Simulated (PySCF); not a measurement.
# Correlation energy of K⁺ (potassium, charge +1)

[Ar], closed-shell 1S. All numbers are calculated (PySCF 2.14, the spin-free X2C one-electron Hamiltonian (Gaussian nucleus), in x2c-QZVPPall). Frozen: [Ne]; 8 electrons correlated.

```
  level  correlation energy (mhartree)
   CCSD                        -209.15
    (T)                          -5.88
CCSD(T)                        -215.03
```

Diagnostics: T1 = 0.0010, D1 = 0.0017, largest double amplitude 0.029.

**Question.** Is a single reference adequate?

**Answer.** Yes: T1 lies below 0.03 and no double amplitude reaches 0.07.

This basis was not built for core-valence correlation, so the inner-shell part is incomplete.
